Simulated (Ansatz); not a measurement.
Reaction (formal exchange of groups at the Sn–C bond): `[AlH2]/[CH]=[CH]/[SnH3]` + `C#C` → `C#[C][SnH3]` + `C=[CH][AlH2]`

Gas-phase electronic energies from Ansatz, PBE0-D4/def2-TZVP geometries. CCSD(T)/CBS adds triple-zeta CCSD(T) − MP2 to the extrapolated MP2 energy (def2 sets, frozen cores). This one scheme is used for every species. Functionals use def2-TZVPP. Elements past krypton have def2 core potentials. For Sn outer-core shells are correlated without core-valence functions, which leaves a few kJ/mol of doubt a bond.

`[AlH2]/[CH]=[CH]/[SnH3]`:

```xyz
11

Al   -1.372   -1.965   -1.156
C    -0.525   -0.259   -0.766
C     0.162   -0.133    0.378
Sn    1.169    1.652    0.999
H    -1.178   -3.103   -0.066
H    -2.209   -2.219   -2.481
H    -0.582    0.603   -1.433
H     0.226   -0.989    1.053
H     0.039    2.925    1.140
H     1.937    1.402    2.504
H     2.335    2.085   -0.172
```

`C#C`:

```xyz
4

C     0.316    0.348   -0.370
C    -0.316   -0.348    0.370
H     0.879    0.968   -1.028
H    -0.879   -0.968    1.028
```

`C#[C][SnH3]`:

Cartesian coordinates in Å:
```
C 0.013 1.246 1.720
C 0.006 0.539 0.743
Sn -0.007 -0.683 -0.942
H 0.020 1.872 2.584
H 1.312 -0.243 -1.921
H 0.134 -2.297 -0.424
H -1.478 -0.435 -1.760
```

`C=[CH][AlH2]`:

Z-matrix (Å, degrees):
```
C
C 1 1.337
H 1 1.089 2 123.0
H 1 1.089 2 121.7 3 180.0
Al 2 1.938 1 119.6 3 -180.0
H 2 1.090 1 116.7 3 -0.0
H 5 1.588 2 122.1 1 179.9
H 5 1.588 2 116.8 1 -0.1
```

```tsv
level	ΔE (kJ/mol)
PBE0-D4	-36.7
ωB97X-V	-40.6
r2SCAN	-38.5
MP2/def2-TZVPP	-40.0
HF/def2-QZVPP	-51.9
MP2/def2-QZVPP	-37.7
SCS-MP2/def2-QZVPP	-40.7
CCSD/CBS(def2)	-38.2
```

Task: What does CCSD(T)/CBS give? (Estimate.)

Result: Computed: -36.7 kJ/mol. The listed levels differ from it by 0.0, -3.9, -1.8, -3.3, -15.2, -1.0, -4.0, -1.5 kJ/mol.

Largest T1 diagnostic among the species: 0.014.

The D4 term adds +4.2 kJ/mol with B3LYP and +2.4 kJ/mol with PBE0; it sums over pairs of atoms, weighted by their polarisabilities, and B3LYP, whose exchange is more repulsive, gets the larger term. From PBE to PBE0 (25 % exact exchange), in def2-TZVPP and without D4, ΔE moves by −3.5 kJ/mol. In def2-TZVPP, CCSD(T) changes the Hartree–Fock value by +11.4 kJ/mol (the triples alone add +1.5 kJ/mol) and MP2 by +12.0 kJ/mol.

B3LYP here is the variant with VWN-RPA as its local correlation; programs differ in this.
